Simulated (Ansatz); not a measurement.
PBE exchange is replaced step by step with exact exchange (0 % is PBE, 25 % PBE0; no dispersion term), basis def2-SVP, Ansatz. System: the cluster As6 (the lowest singlet isomer of a short search). The state is a singlet with charge 0. Geometry: PBE-D4/def2-SVP, each spin state at its own.

The relaxed triplet has other bonds than the singlet, so its gap is one between isomers. The relaxed quintet has other bonds than the singlet, so its gap is one between isomers.

Geometry of the singlet:

```xyz
6

As   -1.721    0.788   -0.354
As   -0.609   -1.210   -1.368
As    1.671   -0.157   -0.944
As   -1.090   -1.157    1.085
As    0.559    1.841    0.070
As    1.190   -0.104    1.510
```

The structure comes from a short search, and lower isomers may exist.

```csv
exact exchange (%),HOMO (eV),LUMO (eV),gap (eV),triplet − singlet (kJ/mol),quintet − singlet (kJ/mol)
10,-5.97,-3.30,2.67,113.5,276.3
15,-6.16,-3.18,2.98,113.3,274.7
40,-7.11,-2.55,4.56,111.2,264.1
```
